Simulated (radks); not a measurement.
Effect of the nuclear size on the argon ion Ar3+, [Ne] 3s2 3p3. Calculated with a radial shooting solver on a logarithmic mesh with Libxc functionals: Dirac Kohn-Sham, LDA (Slater exchange, Perdew-Wang correlation), spin-unpolarised, spherical densities, finite nucleus; open shells are shared between the two j in proportion to 2j + 1; Fermi nuclear charge, rms radius 3.4274 fm. The rms radius is varied about that value; shifts are against it.

rms radius (fm)	total energy shift (eV)	density at nucleus (e/bohr^3)	1s1/2 shift (meV)	2s1/2 shift (meV)
3.0401	-0.00394	4323	-1.66	-0.124
3.1909	-0.00246	4319	-1.04	-0.077
3.4274	0	4312	0.000	0.000
3.5371	0.00120	4309	0.505	0.038
3.9381	0.00591	4300	2.48	0.186

Slopes of the eigenvalues against <r^2> in GHz/fm^2, as finite differences over the two radii next to the reference (eigenvalue slopes, not the field-shift constants of lines): 1s1/2 160, 2s1/2 12.0.
